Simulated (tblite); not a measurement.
Species: C6H9N2P.
Cartesian coordinates in Å at the GFN2-xTB level; atoms count from 1:
```xyz
18
C6H9N2P angstrom
C     -1.7820   -0.2583   -1.3327
N     -1.1917   -0.0107   -0.0452
C     -2.0370    0.2221    1.0981
C      0.1681   -0.0091    0.0538
C      0.8066    0.2234    1.2822
N      2.0960    0.2551    1.5264
C      2.9865    0.0558    0.5667
C      2.7019   -0.2002   -0.7562
P      1.1064   -0.3105   -1.4188
H     -2.8664   -0.2308   -1.2611
H     -1.4769   -1.2396   -1.7149
H     -1.4550    0.4958   -2.0583
H     -1.8503    1.2084    1.5338
H     -1.8755   -0.5362    1.8703
H     -3.0788    0.1775    0.7898
H      0.2027    0.4035    2.1638
H      4.0184    0.1080    0.8968
H      3.5183   -0.3478   -1.4528
```

All values are computed: GFN2-xTB (tblite) harmonic vibrations without scaling, gas phase. This tight-binding method is rough: wavenumbers can miss measured ones by several per cent, in bad cases by 10 to 20. The optimisation stopped once no atom felt more than 0.01 eV/Å.

Lowest wavenumbers of the output (negative numbers stand for imaginary wavenumbers):
```
mode    cm-1
  1     -21.1
  2      60.1
  3      89.8
  4     166.5
  5     217.6
  6     225.3
  7     287.4
  8     335.0
```

Problem. Is this structure a minimum?

Solution. Not by this Hessian. 1 mode is imaginary beyond 20i (21i cm⁻¹), so at this level the point lies at or near a first-order saddle. The curvature is small, so loose convergence or finite differences may be the whole cause.

Problem. Which atoms move in the imaginary mode?

Solution. 21i: N2 (aniline-type nitrogen) 35 %, C3 (N-methyl carbon) 15 %. These are shares of the mass-weighted motion.

Problem. What is the remedy?

Solution. Step along that mode in both directions, optimise again with tighter thresholds and repeat the frequencies. The zero-point energy of this point (88.0 kcal/mol) counts the 47 real modes alone, and thermal corrections from it aren't those of a minimum.

Hardware: one thread, Arm Neoverse V1 (shared host). The figure is for the frequency step alone.
